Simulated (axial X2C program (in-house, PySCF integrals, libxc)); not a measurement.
# GeCN⁺: properties at the nuclei

Computed with an axial X2C code built on PySCF integrals: two-component X2C with atomic mean-field Coulomb and Gaunt terms, Gaussian nuclei, basis Ge dyall-v3z, C dyall-v3z, N dyall-av3z with contracted cores.

Ge–C–N held linear, with bonds 1.912 and 1.162 Å (near the PBE0 minimum at charge 1 of the determinant lowest at the starting distance; the state shown can have its own minimum elsewhere, held linear; other orders of the atoms were not compared).

Input and command:
```json
{"zs": [32, 6, 7], "q": 1, "bas": ["dyall-v3z", "dyall-v3z", "dyall-av3z"], "r0": [1.91, 1.16], "symm": 0, "scan": ["PBE0", "HF", "BHandHLYP"], "levels": ["PBE0", "HF", "TPSSh"], "nst": 2}
```
```bash
python solin.py task.json out
```

Keys: zs atomic numbers; q charge; bas basis sets; r0 starting distance in Å; symm equal bonds; scan levels of the two-bond scan; levels methods; nst determinants followed.

Determinant lowest in the PBE0 search, Ω = 0 (closed shell), highest spinor 36% N p, 21% Ge p, 18% C p:

| level | qzz Ge (a.u.) | qzz C (a.u.) | qzz N (a.u.) |
| --- | --- | --- | --- |
| PBE0 | -5.57 | -0.39 | -1.44 |
| HF | -5.82 | -0.43 | -1.62 |
| TPSSh | -5.45 | -0.39 | -1.42 |

qzz is the electric field gradient, eQq0 = 234.96 MHz × Q/barn × qzz. The operators were transformed with the bare-nucleus X2C matrices; with these basis sets, hyperfine constants and field gradients can be off by tens of per cent, and where levels differ in sign neither size nor sign is settled.

Problem. With Q(73Ge) = -0.196 barn, Q(14N) = 0.02044 barn (Q from Pyykkö, Mol. Phys. 2018), turn the PBE0 values of the first state into constants in MHz.

Solution. eQq0(73Ge) = 234.96 × (-0.196) × (-5.57) = 257 MHz; eQq0(14N) = 234.96 × (0.02044) × (-1.44) = -6.92 MHz.

The molecule was held linear; bending was not examined, so a bent shape may lie lower.

Each state is one determinant with collinear spin. The search compared states at one distance, so a state with another bond length can lie lower.
